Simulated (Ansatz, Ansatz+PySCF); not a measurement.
```
atom   x (Å)   y (Å)   z (Å)
  Ti  0.0000  0.0000  0.0000
   F  0.0000  0.0000  1.9074
```

Basis set: def2-SVP (spherical functions). Left uncorrelated: 6 orbitals. Correlation on ROHF uses semicanonical orbitals with singles. Charge 0, multiplicity 4.

Computed with Ansatz (development build ahead of 0.2.0); each method stands on the lowest determinant of its kind that the runs found. Restricted functionals stand beside restricted open-shell atoms, which can lie above the unrestricted atoms usual in DFT and then raise those values.

The atomization energy at this shape (free ground-state atoms in the same class of orbitals less the molecule, no zero-point energy) of quartet TiF:

| method | atomization energy |
| --- | --- |
| ωB97X (unrestricted) | 126.31 kcal/mol |
| ωB97X (restricted open-shell) | 127.06 kcal/mol |
| r²SCAN (unrestricted) | 146.32 kcal/mol |
| r²SCAN (restricted open-shell) | 148.80 kcal/mol |
| PBE0 (unrestricted) | 135.42 kcal/mol |
| PBE0 (restricted open-shell) | 136.24 kcal/mol |
| PBE (unrestricted) | 148.79 kcal/mol |
| PBE (restricted open-shell) | 149.89 kcal/mol |
| ROHF-MP2 | 125.79 kcal/mol |
| ROHF | 97.65 kcal/mol |

(1) What does UHF give?

## Answers

(1) 95.27 kcal/mol. Caution for r²SCAN (unrestricted), PBE (unrestricted): a free atom is spin contaminated.
